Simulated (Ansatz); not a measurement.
Abridged output of a molecular run in Ansatz:

```
Functional definition: HF
2042 factors; integrals over basis functions are off by at most 1.2e-3 eV
mean field evaluation 1: about -22210.0805 eV, gradient 5.2e1 eV
mean field evaluation 2: about -22210.2968 eV, gradient 5.2e1 eV
mean field evaluation 4: about -22215.8572 eV, gradient 4.7e0 eV
mean field evaluation 8: about -22215.9455 eV, gradient 3.7e-1 eV
mean field evaluation 16: about -22215.9464 eV, gradient 1.6e-6 eV
mean field -22215.94636515 eV, -816.4209704101 hartree, gradient 1.6e-6 eV, S^2 0.000000; 0 other end points of the search recorded, 0 dependent functions left out
13 core orbitals not correlated: weight in the atoms' cores, before any rotation towards them, 1.000 or more for the frozen orbitals, at most 0.000 for the correlated occupied ones
reference -22215.94636515 eV, -816.4209704101 hartree; 23, 23 occupied and 278, 278 virtual orbitals, 2042 factors
second order -35.05236490 eV of doubles, -0.00000000 eV of singles
cycle   1  -34.90979778 eV  change    1.4e-1 eV  update   1.5e-1
cycle   2  -35.77964497 eV  change   -8.7e-1 eV  update   4.9e-2
cycle   3  -36.01875896 eV  change   -2.4e-1 eV  update   3.0e-2
cycle   4  -36.00912757 eV  change    9.6e-3 eV  update   9.4e-3
cycle   5  -36.00001715 eV  change    9.1e-3 eV  update   5.0e-3
cycle   6  -36.00239835 eV  change   -2.4e-3 eV  update   1.9e-3
cycle   7  -36.00208512 eV  change    3.1e-4 eV  update   7.3e-4
cycle   8  -36.00185234 eV  change    2.3e-4 eV  update   2.3e-4
cycle   9  -36.00199785 eV  change   -1.5e-4 eV  update   9.5e-5
cycle  10  -36.00204791 eV  change   -5.0e-5 eV  update   3.5e-5
perturbative correction -1.40249289 eV, -0.0515406631 hartree
Total energy: -22253.35090596 eV, -817.7955619309 hartree
```

Its atoms:

Z-matrix (Å, degrees):
```
C
O 1 1.408
H 1 1.095 2 108.2
H 1 1.097 2 111.7 3 118.5
H 1 1.097 2 113.4 3 -119.6
In 2 1.970 1 121.5 3 158.9
O 6 1.977 2 114.6 1 -4.7
S 6 2.362 2 121.4 1 176.3
C 7 1.405 6 122.2 2 -177.8
H 8 1.345 6 92.0 2 -1.1
H 9 1.098 7 112.7 6 63.4
H 9 1.095 7 108.3 6 -177.8
H 9 1.098 7 112.9 6 -59.0
```

(1) Which basis set was used?
A. def2-SVPD
B. def2-SVP
C. def2-TZVPP
D. def2-TZVPPD

(2) Write the keys of the input that set method, charge and spin (a neutral closed shell needs none for the last two).

Results:

(1) C. It gives 314 functions.

(2) 
```yaml
correlation: {method: ccsd_t}
```
